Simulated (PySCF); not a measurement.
Eu(III) with different ligands

Computed with PySCF 2.14.0, B3LYP, def2-SVP on the ligands, density fitting, scalar-relativistic core potentials, no spin-orbit coupling, vacuum. The metal has lcecp-1-SVP with ECP52. Each complex is relaxed within the symmetry of a template of the same shape. Distances are means of the shortest metal–ligand contacts, charges and spins Mulliken's; removal energies are rigid, with the ligand's formal charge and no counterpoise, so too large; for an anion taken off a cation in vacuum most of it is the attraction of opposite charges, and multiply charged cations can part far more cheaply with an electron moved from ligand to metal. lcecp potentials hold a fixed number of 4f electrons in the core, out of states, spins and gaps.

| complex | point group | M–first ligand (Å) | charge on M (e) | dipole (D) | removal of one first-named ligand (eV) | strongest infrared band, degenerate modes summed (cm⁻¹) | unstable modes (below −25 cm⁻¹) |
| --- | --- | --- | --- | --- | --- | --- | --- |
| Eu(OH)3 | C3v | 2.095 | 1.03 | 0.36 | 11.11 | 375 | 0 |
| Eu(NO2)3 | D3h | 2.392 | 1.23 | 0.00 | 9.63 | – | 1 (soft) |

(1) What does the calculation give for Eu(NH2)3?

Members with unstable modes aren't minima as they stand: saddle points kept by symmetry or, where the modes are soft, flat surfaces and noise. Moved off a saddle point of the template and relaxed again: Eu(NH2)3. One start shape was tried for each, so a minimum needn't be the lowest isomer.

## Answers

(1) point group: nearly C3v, M–first ligand (Å): 2.225, charge on M (e): 0.86, dipole (D): 0.20, removal of one first-named ligand (eV): 10.47, strongest infrared band, degenerate modes summed (cm⁻¹): 536, unstable modes (below −25 cm⁻¹): 0.
```xyz
10

Eu   -0.0079   -0.0094    0.0630
N     2.2157    0.0019    0.0033
H     2.8389    0.8111    0.0719
H     2.8390   -0.8022   -0.1088
N    -1.1105    1.9153    0.2309
H    -0.6971    2.8490    0.2985
H    -2.1217    2.0723    0.2346
N    -1.1144   -1.9213   -0.2088
H    -2.1275   -2.0622   -0.2445
H    -0.7146   -2.8545   -0.3401
```
